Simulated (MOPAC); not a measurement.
Input for MOPAC: AM1 on BiBrH2 (SMILES [Br][BiH2]), a point of a bond scan (R = 1.801 Å).

```
AM1 1SCF PRECISE CHARGE=0 THREADS=1
BiBrH2

Bi    -0.43377418 1    -0.48629616 1     0.40451161 1
H     -1.89863016 1    -0.15661434 1    -0.59034886 1
H     -0.03488637 1    -1.88034559 1    -0.66401785 1
Br     1.08390780 1     1.21141547 1    -0.92343133 1
```

Output:

```
*******************************************************************************
 **                                                                           **
 **                              MOPAC v23.2.5                                **
 **                                                                           **
 *******************************************************************************
 ** MOPAC's Digital Object Identifier: https://doi.org/10.5281/zenodo.6511958 **
 **                                                                           **
 ** Please cite the open-source release paper for use of this MOPAC version:  **
 ** J. E. Moussa and J. J. P. Stewart (2026)                                  **
 ** MOPAC: An open-source semiempirical molecular orbital program             **
 ** J. Open Source Softw., 11(119), 8025, https://doi.org/10.21105/joss.08025 **
 *******************************************************************************

                              AM1 CALCULATION RESULTS

 *******************************************************************************
 *  AM1        - The AM1 Hamiltonian to be used
 *
 *
 *
 *                 CHARGE ON SYSTEM = 0
 *
 *
 *
 *  PRECISE    - TIGHTER CRITERIA TO BE USED
 *  1SCF       - DO 1 SCF AND THEN STOP
 *  THREADS=1  - MULTI-THREADING NOT USED
 *  T=         - A TIME OF 172800.0 SECONDS REQUESTED
 *  DUMP=N     - RESTART FILE WRITTEN EVERY 7200.0 SECONDS REQUESTED
 *******************************************************************************
AM1 1SCF PRECISE CHARGE=0 THREADS=1
 BiBrH2

   ATOM   CHEMICAL          X               Y               Z
  NUMBER   SYMBOL      (ANGSTROMS)     (ANGSTROMS)     (ANGSTROMS)

     1      Bi         -0.43377418  *  -0.48629616  *   0.40451161  *
     2       H         -1.89863016  *  -0.15661434  *  -0.59034886  *
     3       H         -0.03488637  *  -1.88034559  *  -0.66401785  *
     4      Br          1.08390780  *   1.21141547  *  -0.92343133  *



          CARTESIAN COORDINATES

    NO.       ATOM           X           Y           Z

     1        Bi         -0.4338     -0.4863      0.4045
     2         H         -1.8986     -0.1566     -0.5903
     3         H         -0.0349     -1.8803     -0.6640
     4        Br          1.0839      1.2114     -0.9234

  H: (AM1): M.J.S. DEWAR ET AL, J. AM. CHEM. SOC. 107 3902-3909 (1985)
 Br: (AM1): M.J.S. DEWAR AND E. G. ZOEBISCH, THEOCHEM, 180, 1 (1988).
 Bi: (AM1): J. J. P. STEWART, J. MOL. MOD., 10, 155-164 (2004)

           Empirical Formula: H2 Bi Br  =     4 atoms



      MOLECULAR POINT GROUP   :   Cs


      RHF CALCULATION, NO. OF DOUBLY OCCUPIED LEVELS = 7


 -------------------------------------------------------------------------------
 AM1 1SCF PRECISE CHARGE=0 THREADS=1
 BiBrH2



     1SCF WAS SPECIFIED, SO BFGS WAS NOT USED
     SCF FIELD WAS ACHIEVED


                              AM1 CALCULATION
                                                       MOPAC v23.2.5 Linux




          FINAL HEAT OF FORMATION =        180.65184 KCAL/MOL =     755.84731 KJ/MOL


          COSMO AREA              =        114.81 SQUARE ANGSTROMS
          COSMO VOLUME            =        106.76 CUBIC ANGSTROMS

          IONIZATION POTENTIAL    =          9.808688 EV
          HOMO LUMO ENERGIES (EV) =         -9.809 -3.731
          NO. OF FILLED LEVELS    =          7
          MOLECULAR WEIGHT        =        290.9002         POINT GROUP:  Cs

          MOLECULAR DIMENSIONS (Angstroms)

            Atom       Atom       Distance
           Br     4    H     3     3.29818
            H     3    H     2     2.34394
           Bi     1    H     2     1.10050


          SCF CALCULATIONS        =          1





   ATOM   CHEMICAL          X               Y               Z
  NUMBER   SYMBOL      (ANGSTROMS)     (ANGSTROMS)     (ANGSTROMS)

     1      Bi         -0.43377418  *  -0.48629616  *   0.40451161  *
     2       H         -1.89863016  *  -0.15661434  *  -0.59034886  *
     3       H         -0.03488637  *  -1.88034559  *  -0.66401785  *
     4      Br          1.08390780  *   1.21141547  *  -0.92343133  *

                             CARTESIAN COORDINATES

   1   Bi       -0.433774180    -0.486296160     0.404511610
   2    H       -1.898630160    -0.156614340    -0.590348860
   3    H       -0.034886370    -1.880345590    -0.664017850
   4   Br        1.083907800     1.211415470    -0.923431330


           Empirical Formula: H2 Bi Br  =     4 atoms



      MOLECULAR POINT GROUP   :   Cs


                  EIGENVALUES
 -28.47570 -19.06052 -12.05940 -11.78525 -10.85337  -9.92705  -9.80869  -3.73069
  -3.31825  -2.78855


              NET ATOMIC CHARGES AND DIPOLE CONTRIBUTIONS

  ATOM NO.   TYPE          CHARGE      No. of ELECS.   s-Pop       p-Pop
    1         Bi           1.223921        3.7761     1.99899     1.77709
    2          H          -0.292206        1.2922     1.29221
    3          H          -0.292206        1.2922     1.29221
    4         Br          -0.639508        7.6395     1.94441     5.69510
 DIPOLE           X         Y         Z       TOTAL
 POINT-CHG.    -3.166    -3.721     6.975     8.516
 HYBRID         0.062     0.071    -0.107     0.143
 SUM           -3.104    -3.650     6.868     8.374


          ATOMIC ORBITAL ELECTRON POPULATIONS

     Atom    s        px        py        pz
    1 Bi   1.99899   0.70329   0.62088   0.45292
    2  H   1.29221
    3  H   1.29221
    4 Br   1.94441   1.92121   1.93045   1.84344

 **********************
 *                    *
 * JOB ENDED NORMALLY *
 *                    *
 **********************




 == MOPAC DONE ==
```

The run finished.

Cost: very roughly 0.04 core-seconds.
